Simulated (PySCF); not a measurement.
A structure optimised at TPSSh-D3(BJ)/def2-SVP, used in a PySCF frequency run:

```
C
F 1 1.3963
H 1 1.1031 2 107.42
C 1 1.5023 3 109.70 2 -116.99
C 4 1.3350 1 125.97 3 -34.74
H 5 1.0907 4 124.00 1 -178.92
H 4 1.0946 5 118.03 6 -0.55
C 1 1.5223 3 109.97 2 118.16
H 8 1.1001 1 109.84 3 59.28
H 8 1.1003 9 108.90 1 -121.10
H 8 1.1003 9 108.99 10 -118.60
Cl 5 1.7443 6 113.07 4 -179.45
```
Charge 0, spin multiplicity 1.

Write its SMILES and formula.

C[C@@H](F)/C=C\Cl, C4H6ClF

What are its rotational constants (standard atomic weights)?

5.5539, 1.4617, 1.3271 GHz
